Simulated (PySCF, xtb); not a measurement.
C₄H₅NO, SMILES Nc1ccco1. The values are those of a single conformer.

Harmonic wavenumbers (cm⁻¹) from GFN2-xTB run with xtb at its own minimum, in rising order: 249, 281, 362, 576, 606, 663, 717, 728, 779, 838, 854, 958, 1015, 1047, 1124, 1127, 1203, 1288, 1386, 1474, 1535, 1623, 3174, 3186, 3194, 3442, 3497.

What does PBE-D3(BJ)/def2-SVP (PySCF) give at its own minimum? (An estimate is asked for; the answer gives what the named calculation found.)

180, 277, 393, 590, 595, 636, 674, 692, 727, 831, 872, 940, 987, 1033, 1095, 1147, 1223, 1300, 1423, 1526, 1551, 1640, 3183, 3198, 3226, 3474, 3584. Paired by order, the mean absolute difference is 28 cm⁻¹ and the zero-point energies are 52.8 and 52.9 kcal/mol.
